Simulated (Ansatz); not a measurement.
C₄GeN₄O₄, SMILES `O=C=[N][Ge]([N]=C=O)([N]=C=O)[N]=C=O` at its PBE0-D4/def2-TZVP geometry, where that method's forces vanish. Total charge 0; spin multiplicity 1.

```xyz
13

O    -1.3329   -2.0782   -2.7542
C    -0.8202   -1.2197   -2.1705
N    -0.2694   -0.2851   -1.6393
Ge    0.1047    0.1791    0.0611
N    -0.5226   -1.1076    1.1562
C    -0.5557   -1.3032    2.3470
O    -0.6278   -1.5635    3.4733
N    -0.6419    1.7620    0.4635
C    -1.5578    2.4300    0.0517
O    -2.4186    3.1280   -0.2860
N     1.8745    0.3829    0.2859
C     2.8794    0.0000   -0.2602
O     3.8881   -0.3247   -0.7285
```

What forces (eV/Å) does r2SCAN-D4/def2-TZVPP give on these atoms in Ansatz? (An estimate is asked.)

Ansatz gave: 
```
O1  -0.241 -0.401 -0.303
C2   0.067  0.100  0.175
N3   0.164  0.290  0.063
Ge4 -0.008 -0.012 -0.013
N5  -0.037 -0.030 -0.336
C6   0.054  0.117 -0.156
O7  -0.047 -0.146  0.530
N8   0.284 -0.119  0.172
C9   0.109 -0.172 -0.009
O10 -0.400  0.349 -0.142
N11 -0.233  0.164  0.210
C12 -0.202 -0.001  0.012
O13  0.491 -0.139 -0.204
```
